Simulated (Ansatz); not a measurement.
System: H$_{3}$GeNO, charge 0, singlet. H3GeNO (SMILES [NH2][Ge][OH]).
B3LYP-D3(BJ)/def2-TZVP minimum from Ansatz (a first-principles code):
```
N
H 1 1.0092
H 1 1.0106 2 111.69
Ge 1 1.8428 2 121.30 3 -180.00
O 4 1.8072 1 99.36 2 180.00
H 5 0.9639 4 116.96 1 0.00
```
Charge 0, spin multiplicity 1.

Wanted: atomisation energy (electronic, to ground-state atoms), in kcal/mol. Radicals and triplets start from unrestricted determinants; spin-orbit coupling is neglected. Cores are frozen in correlated methods (noble-gas shells, and filled d and f shells in the p block). No relativity. CBS(X,Y): correlation extrapolated as X^-3, Hartree-Fock from the larger set (Q,5: extrapolated as (X+1)exp(-9√X)). A bracket is a step between two methods taken in the basis named. Where a partner has so few electrons that a lower coupled-cluster level is exact, that level stands in.

| level | program | atomisation energy (kcal/mol) |
|---|---|---|
| CCSD(T)/cc-pVTZ | Ansatz | 465.3 |

### Question
What does CCSD(T)/CBS(cc-pVQZ,cc-pV5Z) + [CCSDT(Q) - CCSD(T)]/cc-pVTZ (Ansatz) give?

### Answer
484.9 kcal/mol; the difference of CCSD(T)/cc-pVTZ is -19.6 kcal/mol.
